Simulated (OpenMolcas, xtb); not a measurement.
**GeSiH4O (SMILES [SiH3][O][GeH]): methods side by side**

GeSiH4O: 7 atoms, total charge 0, spin state singlet. As SMILES, `[SiH3][O][GeH]`. The coordinates come from a PBE0-D4/def2-TZVP relaxation. This is one conformer, not always the lowest.

```xyz
7

Si   -0.7417    0.6509   -0.2965
O     0.5335   -0.1393    0.3737
Ge    1.2614   -1.7562    0.1342
H    -1.4092   -0.1976   -1.3238
H    -0.2609    1.9013   -0.9375
H    -1.7225    0.9881    0.7664
H     2.4008   -1.5151    1.2380
```

Each level gives the HOMO–LUMO gap (eV). The values are calculated.

```
          level             kind     program  value (eV)   CPU time
       GFN0-xTB   semi-empirical         xtb        3.09  under 2 s
    HF/def2-SVP     Hartree–Fock  OpenMolcas        9.98      7.5 s
 SVWN5/def2-SVP              LDA  OpenMolcas        2.25       18 s
  BLYP/def2-SVP              GGA  OpenMolcas        2.36       23 s
revPBE/def2-SVP              GGA  OpenMolcas        2.41       24 s
r2SCAN/def2-SVP         meta-GGA  OpenMolcas        2.74       31 s
M06-2X/def2-SVP  hybrid meta-GGA  OpenMolcas        6.34       26 s
B2PLYP/def2-SVP    double hybrid  OpenMolcas        6.43       16 s
```

All-electron rows without a relativistic Hamiltonian named are non-relativistic. The values span 2.25 to 9.98 eV. Orbital gaps aren't excitation energies, and those of double hybrids come from the SCF part alone; they tend to grow with the share of exact exchange. CPU times are rough (shared hosts, several kinds of processor): they show what a rung costs within a factor of a few.
